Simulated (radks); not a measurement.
Results of a calculation; reference values are marked as such.
Problem. The cobalt ion Co3+, 24 electrons, occupied as [Ne] 3s1.75 3p6 3d6.25 (fractional occupations, a model configuration). Code: a radial shooting solver on a logarithmic mesh with Libxc functionals. Model: non-relativistic Kohn-Sham, XLYP, spin-polarised, spherical densities, point nucleus; open shells are filled with parallel spins first. Some entries of the table are withheld. Estimate them.

| orbital | occ. | eigenvalue (hartree) | <1/r> (bohr^-1) | <r> (bohr) |
|---|---|---|---|---|
| 1s up | 1 | -277.8138 | 26.52 | 0.05690 |
| 1s down | 1 | -277.8084 | 26.52 | 0.05690 |
| 2s up | 1 | -33.94355 | 5.703 | 0.2589 |
| 2s down | 1 | -33.85875 | 5.712 | 0.2585 |
| 2p up | 3 | -29.66498 | 5.661 | (1) |
| 2p down | 3 | -29.60027 | 5.669 | (2) |
| 3s up | 1 | -5.15360 | 1.823 | 0.7752 |
| 3s down | 0.75 | -4.97164 | 1.812 | 0.7794 |
| 3p up | 3 | -3.86848 | 1.704 | 0.8056 |
| 3p down | 3 | -3.69127 | 1.690 | 0.8125 |
| 3d up | 5 | -1.74444 | (3) | 0.9242 |
| 3d down | 1.25 | -1.58184 | (4) | 0.9600 |

Solution. 
(1) 2p up <r> (bohr): 0.2264
(2) 2p down <r> (bohr): 0.2259
(3) 3d up <1/r> (bohr^-1): 1.403
(4) 3d down <1/r> (bohr^-1): 1.367
